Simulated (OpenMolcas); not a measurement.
An OpenMolcas run meant for neutral mercury (ANO-R2, X2C; inactive shells 1s 2s 2p 3s 3p 3d 4s 4p 4d 4f 5s 5p 5d; intended active space 2 electrons in 9 orbitals (RAS2 6s 6p; RAS3 6d, at most 2 electrons)). One step of its input:

```
&CASPT2
Multistate=1 1
Frozen=15 19
IPEA=3.0
Imaginary=0.1
MaxIter=60
WThr=0.0 0.3 0.05
PrWF=0.5
NoMix
```

The run finished. Its levels beside those of a sound run (SS-RASPT2, IPEA 0.25 Eh, imaginary shift 0.1 Eh (closed shells correlated: 5d)), in cm-1 above each run's lowest level:

```tsv
Level	This run	Usual run
6s2 1S0	0.0	0.0
6s 6p 3P* 0	51154	51322
6s 6p 3P* 1	54929	55097
6s 6p 3P* 2	62478	62646
```

Question: Which setting is unsound, and how much does it matter here?

Answer: The IPEA shift is far above its usual 0.25 hartree. Against the sound run the excited levels shown move by 170 cm-1 on average and by 170 cm-1 at most.

Some high roots are left out of the spin-orbit mixing, which shifts the levels that they would mix with. Active for correlation alone: 6d; no level in the range computed is led by a configuration that fills it, so any true level of that kind is missing. Spin-orbit splittings of 6p shells tend to come out small when the coupling is added on scalar orbitals. The ANO-R sets hold no well-fitted valence p shell for this element, so s → p excitations can come out far too high. Only configurations of the active space appear.

* marks odd parity.
